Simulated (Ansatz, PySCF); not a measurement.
Ge(H)3(SMe) (CH₆GeS), SMILES [S](C)[GeH3]. Atoms are numbered in the order given.

```xyz
9

Ge     0.9779    -0.0009     0.2786
S     -0.9419    -0.3983    -0.7801
C     -2.0715     0.6426     0.2251
H      2.0451    -0.8216    -0.4580
H      1.3173     1.5019     0.2278
H      0.8772    -0.4390     1.7531
H     -2.0974     0.3072     1.2720
H     -3.0715     0.5214    -0.2134
H     -1.7860     1.7034     0.1763
```

Geometry: TPSSh-D3(BJ)/def2-SVP.

Two levels are set side by side: PBE-D3(BJ)/def2-SVP (Ansatz, a quantum-chemistry and plane-wave program) and TPSSh-D3(BJ)/def2-SVP (PySCF). Each level has its own optimised geometry; the coordinates shown are those of the second. Frequencies come from the Hessian of PySCF at each geometry. Differences are taken from unrounded values.

```csv
quantity,TPSSh-D3(BJ)
mean bond length (Å),1.497
bond Ge1–S2 (Å),2.228
bond S2–C3 (Å),1.836
bond Ge1–H4 (Å),1.535
bond Ge1–H5 (Å),1.541
bond Ge1–H6 (Å),1.541
bond C3–H7 (Å),1.100
bond C3–H8 (Å),1.099
bond C3–H9 (Å),1.100
highest harmonic wavenumber (cm⁻¹),3156
mean harmonic wavenumber (cm⁻¹),1298
zero-point energy (kcal/mol),38.96
```

**Question.** What does PBE-D3(BJ) give, and how far is it from TPSSh-D3(BJ)? (Estimate from the structure and the level; the computed values follow.)

**Answer.** 
```
quantity                            PBE-D3(BJ)  PBE-D3(BJ) minus TPSSh-D3(BJ)
----------------------------------  ----------  -----------------------------
mean bond length (Å)                     1.507                          0.009
bond Ge1–S2 (Å)                          2.238                          0.010
bond S2–C3 (Å)                           1.835                          0.000
bond Ge1–H4 (Å)                          1.547                          0.013
bond Ge1–H5 (Å)                          1.555                          0.013
bond Ge1–H6 (Å)                          1.555                          0.013
bond C3–H7 (Å)                           1.108                          0.008
bond C3–H8 (Å)                           1.107                          0.008
bond C3–H9 (Å)                           1.108                          0.008
highest harmonic wavenumber (cm⁻¹)        3089                            -67
mean harmonic wavenumber (cm⁻¹)           1256                            -42
zero-point energy (kcal/mol)             37.70                          -1.26
```

GGA bonds tend to be longer and softer than those of functionals with exact exchange. Differences between two approximate levels are no errors against the true value.
